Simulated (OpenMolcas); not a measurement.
**Multiconfigurational calculation on P II**

Input:

```
&GATEWAY
Coord
1

P 0.0 0.0 0.0
Basis=ANO-L-VTZP
Group=XYZ
NoMove
AngMom=0.0 0.0 0.0
AMFI
&SEWARD
&RASSCF
FileOrb=start.orb
Symmetry=1
Spin=3
nActEl=2 0 0
Inactive=3 3
Ras2=0 3
CIRoot=3 3 1
SDav=3
CIMx=300
Iter=120 100
PrWF=0.3
OrbListing=Nothing
MaxOrb=0
Atom
>>> COPY $Project.JobIph JOB001
&RASSCF
FileOrb=start.orb
Symmetry=1
Spin=1
nActEl=2 0 0
Inactive=3 3
Ras2=0 3
CIRoot=6 6 1
SDav=6
CIMx=300
Iter=120 100
PrWF=0.3
OrbListing=Nothing
MaxOrb=0
Atom
>>> COPY $Project.JobIph JOB002
&RASSI
NrOfJobIphs=2 3 6
1 2 3
1 2 3 4 5 6
IphNames
JOB001
JOB002
EJob
SpinOrbit
DIPRint=1.0
SOCoupling=1000.0
Subsets=2
MEES
Property=10
'ANGMOM' 1 'ANGMOM' 2 'ANGMOM' 3 'MLTPL  1' 1 'MLTPL  1' 2 'MLTPL  1' 3
'AMFI' 1 'AMFI' 2 'AMFI' 3 'MLTPL  2' 6
SOProperty=3
'ANGMOM' 1 'ANGMOM' 2 'ANGMOM' 3
```

A driver script runs the steps one by one and writes start.orb anew before each from the orbitals found so far.

Output, cut to the results:

```
--- SEWARD ---
Basis set label: P.ANO-L...5S4P2D1F.

      Electronic valence basis set:
      ------------------
      Associated Effective Charge  15.000000 au
      Associated Actual Charge     15.000000 au
      Nuclear Model: Point charge

      Shell  nPrim  nBasis  Cartesian Spherical Contaminant
         s      17       5        X
         p      12       4        X
         d       5       2                 X
         f       4       1                 X
                  Atomic mean-field integrals
--- RASSCF ---
Wave function specifications:
      -----------------------------

      Number of closed shell electrons          12
      Number of electrons in active shells       2
      Max number of holes in RAS1 space          0
      Max nr of electrons in RAS3 space          0
      Number of inactive orbitals                6
      Number of active orbitals                  3
      Number of secondary orbitals              25
      Spin quantum number                      1.0
      State symmetry                             1
Orbital specifications:
      -----------------------

      Symmetry species                           1   2
                                                ag  au
      Frozen orbitals                            0   0
      Inactive orbitals                          3   3
      Active orbitals                            0   3
      RAS1 orbitals                              0   0
      RAS2 orbitals                              0   3
      RAS3 orbitals                              0   0
      Secondary orbitals                        12  13
      Deleted orbitals                           0   0
      Number of basis functions                 15  19
      Number of CSFs                             3
      Number of root(s) required                 3
      Iter CI   SX   CI       RASSCF       Energy    max ROT     max BLB   max BLB  Level Ln srch  Step   QN
          iter iter root      energy       change     param      element    value   shift minimum  type update
 Nr of preliminary CI iterations:   1
        1   1    7    0  -340.32094778    0.00E+00   1.55E-01*   3   4 1  1.02E-01*  0.01   0.00    SX    NO
        2   1    7    0  -340.34814549   -2.72E-02*  1.82E-02    3   5 1  1.68E-02*  0.05   0.00    SX    NO
        3   1    6    0  -340.34858572   -4.40E-04*  3.65E-03    3   4 1  2.25E-03*  0.05   0.00    SX    NO
        4   1    6    0  -340.34859975   -1.40E-05*  6.55E-04    3   5 1  5.27E-04*  0.05   0.00    SX    NO
        5   1    5    0  -340.34860029   -5.40E-07*  9.41E-05    3   4 1  1.18E-04*  0.05   0.91    QN   YES
        6   1    4    0  -340.34860031   -2.26E-08* -1.68E-05    3   4 1  2.70E-05   0.05   1.15    QN   YES
        7   1    3    0  -340.34860031   -5.75E-10  -9.43E-07    3   4 1  1.68E-06   0.05   1.03    QN   YES
      Convergence after  7 iterations
        8   1    3    0  -340.34860031   -3.98E-12  -9.43E-07    3   5 1 -4.54E-07   0.05   1.03    QN   YES
      Natural orbitals and occupation numbers for root  1
      sym 2:   1.000000   1.000000   0.000000
      Natural orbitals and occupation numbers for root  2
      sym 2:   1.000000   0.000000   1.000000
      Natural orbitals and occupation numbers for root  3
      sym 2:   0.000000   1.000000   1.000000
::    RASSCF root number  1 Total energy:   -340.34860031
::    RASSCF root number  2 Total energy:   -340.34860031
::    RASSCF root number  3 Total energy:   -340.34860031
--- RASSCF ---
Wave function specifications:
      -----------------------------

      Number of closed shell electrons          12
      Number of electrons in active shells       2
      Max number of holes in RAS1 space          0
      Max nr of electrons in RAS3 space          0
      Number of inactive orbitals                6
      Number of active orbitals                  3
      Number of secondary orbitals              25
      Spin quantum number                      0.0
      State symmetry                             1
Orbital specifications:
      -----------------------

      Symmetry species                           1   2
                                                ag  au
      Frozen orbitals                            0   0
      Inactive orbitals                          3   3
      Active orbitals                            0   3
      RAS1 orbitals                              0   0
      RAS2 orbitals                              0   3
...
--- RASSI ---
SPIN-FREE ENERGIES:
  (Shifted by EMIN (a.u.) =       -340.3486003136)

 SF State       Relative EMIN(au)   Rel lowest level(eV)    D:o, cm**(-1)      L_eff

     1             0.0000000000        0.0000000000              0.0000         1.0
     2             0.0000000000        0.0000000000              0.0000         1.0
     3             0.0000000000        0.0000000000              0.0000         1.0
     4             0.0515902828        1.4038431129          11322.7583         2.0
     5             0.0515902828        1.4038431129          11322.7583         2.0
     6             0.0515902828        1.4038431129          11322.7583         2.0
     7             0.0515902828        1.4038431129          11322.7583         2.0
     8             0.0515902828        1.4038431129          11322.7583         2.0
     9             0.1279651043        3.4821078783          28085.0941         0.0
     Dipole printing threshold changed to   1.00000000E+00
Eigenvalues of complex Hamiltonian:
   -----------------------------------
  (Shifted by EMIN (a.u.) =       -340.3486003136)

 SO State       Relative EMIN(au)   Rel lowest level(eV)    D:o, cm**(-1)     J-value

     1            -0.0012973051        0.0000000000              0.0000         0.0
     2            -0.0006365335        0.0179805133            145.0226         1.0
     3            -0.0006365335        0.0179805133            145.0226         0.6
     4            -0.0006365335        0.0179805133            145.0226         0.6
     5             0.0006211659        0.0522042553            421.0557         1.1
     6             0.0006211659        0.0522042553            421.0557         1.8
     7             0.0006211659        0.0522042553            421.0557         1.1
     8             0.0006211659        0.0522042553            421.0557         1.8
     9             0.0006211659        0.0522042553            421.0557         1.8
...
```

The J values that RASSI prints are effective ones from its own formula and need not be integers or half-integers; the table below assigns J from the states.

Levels above the lowest, from the spin-orbit matrix, grouped by J:

```csv
Configuration,Term,J,E (cm-1),Measured (cm-1),g,Term weight %
3s2 3p2,3P,0,0.0,0.0,,100
3s2 3p2,3P,1,145,165,1.501,100
3s2 3p2,3P,2,421,469,1.501,100
3s2 3p2,1D,2,11611,8882,1.000,100
3s2 3p2,1S,0,28375,21576,,100
```

Against the 4 measured excited levels shown (NIST Handbook of Basic Atomic Spectroscopic Data) the mean absolute deviation is 2400 cm-1; the largest miss in energy is 3s2 3p2 1S0: computed 28375, measured 21576 cm-1 (+31.5 %).

Without dynamic correlation excited terms often stand tens of per cent too high (terms of higher spin than the ground term too low), and those without a measured partner can miss by more than the paired ones. With the s shell closed, the reference lacks s² → p² mixing. Measured partners are found by configuration, term and J. A level has none where our copy of the source lacks it or the pairing is in doubt (some pairs that miss far off the trend of their configuration count as doubtful), and it then counts in no deviation. Only configurations of the active space appear.

The term weight is that of the spin-free term in the level, not the purity of its configuration.
